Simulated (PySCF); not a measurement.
## Stretching HgBr

Set-up: PySCF, scalar-relativistic core potentials, basis sets Hg def2-TZVPP with ECP60, Br def2-TZVPP. Energies in eV from Hg + Br in their ground configurations at the same level. State: ²Σ⁺ (doublet), unpaired electrons σ ↑.

All columns are UHF. A positive dipole means Hg(−)Br(+).

```
R (Å)  E (eV)  μ (D)  Mulliken charge on Hg (basis-dependent)  HOMO (eV)  LUMO (eV)  Mayer bond order  ⟨S²⟩
2.200   0.339  -1.97                                     0.44      -8.62      -0.01              0.96  0.76
2.302  -0.145  -2.44                                     0.45      -8.80      -0.27              0.90  0.76
2.405  -0.398  -2.92                                     0.46      -8.98      -0.54              0.85  0.77
2.481  -0.483  -3.26                                     0.45      -9.11      -0.73              0.82  0.77
2.558  -0.505  -3.57                                     0.45      -9.23      -0.91              0.80  0.78
2.635  -0.484  -3.82                                     0.44      -9.36      -1.08              0.77  0.78
2.737  -0.412  -4.00                                     0.41      -9.51      -1.27              0.73  0.79
2.865  -0.293  -3.87                                     0.35      -9.65      -1.44              0.67  0.81
3.018  -0.159  -3.11                                     0.25      -9.63      -1.51              0.53  0.82
3.223  -0.052  -1.89                                     0.13      -9.38      -1.48              0.32  0.81
```

A fit through these points gives, at Re = 2.554 Å, μ = -3.56 D and dμ/dR = -3.72 D/Å; the reduced mass is 56.75 u.

Problem. How strong is the fundamental in the double-harmonic approximation, I = 42.26·(dμ/dR)²/μred km/mol?

Solution. I = 42.26·(-3.72)²/56.75 = 10.3 km/mol at UHF.

These are scalar-relativistic numbers at best; spin–orbit coupling would shift them, the dissociation energy most. Hartree–Fock leaves out correlation, which carries a large part of most bond energies and some tenths to 1 eV of ionisation energies. The state is the lowest determinant that a PBE0 search found; another state may lie lower at other levels.
